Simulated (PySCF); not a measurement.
SiHg⁻: from constants to spectrum

UHF-CCSD(T) constants of SiHg⁻, ⁴Σ⁻ (quartet), unpaired electrons σ ↑, π ↑↑ (PySCF, scalar-relativistic core potentials, basis sets Si def2-SVPD, Hg def2-SVPD with ECP60; masses 27.9769 and 201.9706 u):

```
ωe              : 115.6 cm⁻¹
ωexe            : 0.764 cm⁻¹
Be              : 0.080636 cm⁻¹
αe              : 0.000896 cm⁻¹
D (centrifugal) : 1.57e-07 cm⁻¹
```

Give the vibrational terms G(v) and spacings up to v = 3.

G(v) = ωe(v+½) − ωexe(v+½)².

```tsv
v	G(v) (cm⁻¹)	G(v) − G(v−1)	Bv (cm⁻¹)
0	58		0.08019
1	172	114	0.07929
2	284	113	0.07840
3	395	111	0.07750
```

Correlated steps freeze 5 core orbitals. Spin–orbit coupling is left out, which matters for elements this heavy, above all for dissociation energies. The state is the lowest determinant that a PBE0 search found; another state may lie lower at other levels.
